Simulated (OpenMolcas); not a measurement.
# How methods differ on GeSiH5 (SMILES [SiH2][GeH3])

GeSiH5: 7 atoms, total charge 0, spin state doublet. SMILES: `[SiH2][GeH3]`. Geometry: relaxed at PBE0-D4/def2-TZVP.

Quantity: the dipole moment, in D. The values are calculated.

| level | kind | program | value (D) | CPU time |
| --- | --- | --- | --- | --- |
| USVWN5/aug-cc-pVDZ | LDA | OpenMolcas | 0.11 | 52 s |
| UBLYP/aug-cc-pVDZ | GGA | OpenMolcas | 0.04 | 74 s |
| UPBE/aug-cc-pVDZ | GGA | OpenMolcas | 0.08 | 82 s |
| UM06-L/aug-cc-pVDZ | meta-GGA | OpenMolcas | 0.11 | 2 min |
| UB3LYP/aug-cc-pVDZ | global hybrid | OpenMolcas | 0.02 | 82 s |
| UBHLYP/aug-cc-pVDZ | global hybrid | OpenMolcas | 0.02 | 87 s |
| UM06-2X/aug-cc-pVDZ | hybrid meta-GGA | OpenMolcas | 0.08 | 1.7 min |
| UPBE0/aug-cc-pVDZ | global hybrid | OpenMolcas | 0.05 | 76 s |

All-electron rows without a relativistic Hamiltonian named are non-relativistic. The values span 0.02 to 0.11 D. Magnitudes only. Times are those of the runs behind each value, whatever else they computed, on shared processors of several kinds: orders of magnitude only.
